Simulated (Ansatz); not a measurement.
Relaxation of ClF5Mo (7 atoms, charge 0, multiplicity 1), to a largest force component of 0.02 eV/Å in at most 40 steps.

These are results of RKS PBE-D4/def2-SVP (Ansatz), not measurements.

```xyz
7
Properties=species:S:1:pos:R:3
Mo 0.000 0.000 0.000
Cl 0.000 0.000 2.310
F 1.770 0.000 0.000
F 0.000 1.770 0.000
F -1.770 0.000 0.000
F 0.000 -1.770 0.000
F 0.000 0.000 -1.770
```

Task: Where does it end, and by what steps?

Result: The run converged. After 4 steps the energy has fallen by 0.559 eV; F3 moved furthest, 0.08 Å.

```csv
step,energy less start (eV),largest force component (eV/Å),accepted
0,0.0000,3.143,yes
1,-0.5285,1.135,yes
2,-0.5584,0.195,yes
3,-0.5589,0.024,yes
4,-0.5589,0.002,yes
```

```xyz
7
Properties=species:S:1:pos:R:3
Mo 0.000 0.000 0.038
Cl 0.000 0.000 2.323
F 1.846 0.000 -0.002
F 0.000 1.846 -0.002
F -1.846 0.000 -0.002
F 0.000 -1.846 -0.002
F 0.000 0.000 -1.814
```

Whether the end is a true minimum wasn't checked by a vibrational analysis.

Time of the run: 17 s on 2 threads of Arm Neoverse V1 (shared host), peak memory 0.17 GiB.
